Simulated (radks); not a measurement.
The numbers below are computed, except where a source is named.
Rh III, 43 electrons, occupied as [Kr] 4d7. Level of theory: Dirac Kohn-Sham, B86b exchange with PBE correlation, spin-unpolarised, spherical densities, finite nucleus; open shells fill j = l - 1/2 first; Fermi nuclear charge, rms radius 4.4945 fm (a radial shooting solver on a logarithmic mesh with Libxc functionals).

Radial electron density D(r) = 4 pi r^2 rho(r):

```
   r/bohr * D(r) (the largest magnitude, 71.6, reaches the edge; | marks zero)
 0.003263 |     *
 0.004249 |        *
 0.005533 |             *
 0.007263 |                   *
 0.009457 |                          *
  0.01241 |                                 *
  0.01616 |                                        *
  0.02105 |                                           *
  0.02763 |                                          *
  0.03597 |                                       *
  0.04722 |                                     *
  0.06148 |                                         *
  0.08006 |                                                  *
   0.1051 |                                                      *
   0.1368 |                                              *
   0.1796 |                                    *
   0.2339 |                                     *
   0.3045 |                                          *
   0.3997 |                                  *
   0.5205 |                  *
   0.6832 |          *
   0.8896 |           *
    1.158 |         *
     1.52 |     *
     1.98 | *
    2.599 |*
    3.384 *
    4.406 *
```

D(r) has 4 maxima, at r = 0.0230, 0.101, 0.307, 0.926 bohr, and minima at 0.0457, 0.199, 0.711 bohr, inside which lie 2.04, 11.12, 29.07 electrons.
